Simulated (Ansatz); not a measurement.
```yaml
crystal:
  periodic: [false, false, false]
  atoms:
    - {symbol: Pb, position_ang: [1.049962, 0.283220, -1.369562]}
    - {symbol: Pb, position_ang: [-0.507572, -1.081250, 1.285392]}
    - {symbol: O, position_ang: [-2.826868, -0.208453, 0.318473]}
    - {symbol: O, position_ang: [-0.836139, -1.469634, -0.907029]}
    - {symbol: O, position_ang: [1.635488, -1.068233, 0.376947]}
    - {symbol: O, position_ang: [-0.420921, 0.988323, 0.322076]}
    - {symbol: O, position_ang: [2.122560, 1.551512, 0.129755]}
    - {symbol: H, position_ang: [-2.467160, -0.700363, -0.454236]}
    - {symbol: H, position_ang: [-2.350249, 0.641129, 0.232357]}
    - {symbol: H, position_ang: [-0.625238, -2.362233, -1.218466]}
    - {symbol: H, position_ang: [2.204687, -0.387514, 0.794077]}
    - {symbol: H, position_ang: [0.324193, 1.544620, 0.659656]}
    - {symbol: H, position_ang: [2.697267, 2.268876, -0.169422]}
basis:
  gaussian: {orbitals: def2-SVPD}
hamiltonian: {xc: {name: B3LYP}, dispersion: d4}
scf: {omitted_lower_state_checks: [starts]}
output: {forces: true}
```

```sh
$ ansatz run in.yaml --threads 4 --pin off --events-out ev --progress --plain --max-ram 8704MiB
```

Output, abridged:

```
Functional definition: B3LYP
2421 factors; integrals over basis functions are off by at most 1.0e-3 eV
mean field evaluation 1: about -20801.9528 eV, gradient 1.2e2 eV
mean field evaluation 2: about -20520.6740 eV, gradient 3.3e2 eV
mean field evaluation 4: about -20827.9403 eV, gradient 3.9e1 eV
mean field evaluation 8: about -20830.6304 eV, gradient 1.4e0 eV
mean field evaluation 16: about -20830.7280 eV, gradient 1.0e-3 eV
mean field -20830.72797310 eV, -765.5151334367 hartree, gradient 1.2e-5 eV, S^2 0.000000; 0 other end points of the search recorded, 0 dependent functions left out
reference -20830.72828652 eV, -765.5151449549 hartree; 45, 45 occupied and 182, 182 virtual orbitals, 2421 factors
Total energy: -20831.43493050 eV, -765.5411136420 hartree
Atom 0 at     1.049962     0.283220    -1.369562 Å, force     0.045831     0.006674    -0.651662 eV/Å
Atom 1 at    -0.507572    -1.081250     1.285392 Å, force    -0.029481    -0.226860     0.532330 eV/Å
Atom 2 at    -2.826868    -0.208453     0.318473 Å, force     0.103562     0.137777    -0.299325 eV/Å
Atom 3 at    -0.836139    -1.469634    -0.907029 Å, force    -0.034656    -0.487598    -0.258543 eV/Å
Atom 4 at     1.635488    -1.068233     0.376947 Å, force     0.322278     0.076990     0.198513 eV/Å
Atom 5 at    -0.420921     0.988323     0.322076 Å, force     0.234707     0.349337     0.215551 eV/Å
Atom 6 at     2.122560     1.551512     0.129755 Å, force     0.419895     0.475526    -0.025334 eV/Å
Atom 7 at    -2.467160    -0.700363    -0.454236 Å, force    -0.233966    -0.017089     0.099927 eV/Å
Atom 8 at    -2.350249     0.641129     0.232357 Å, force    -0.196351    -0.011428     0.091843 eV/Å
Atom 9 at    -0.625238    -2.362233    -1.218466 Å, force    -0.099692     0.201923     0.017124 eV/Å
Atom 10 at     2.204687    -0.387514     0.794077 Å, force    -0.034780    -0.300941    -0.028167 eV/Å
Atom 11 at     0.324193     1.544620     0.659656 Å, force    -0.410760    -0.089588    -0.029513 eV/Å
Atom 12 at     2.697267     2.268876    -0.169422 Å, force    -0.086589    -0.114723     0.137255 eV/Å
Dipole moment:     0.237733    -0.226010    -0.189635 e Å
Checks for a lower state left out: starts
```

Run time 11 s (4 threads of Arm Neoverse V2 on a shared host), peak host memory 1 GiB.

In the def2 sets Pb takes a core potential; there is no spin–orbit coupling. B3LYP takes the VWN-RPA correlation.
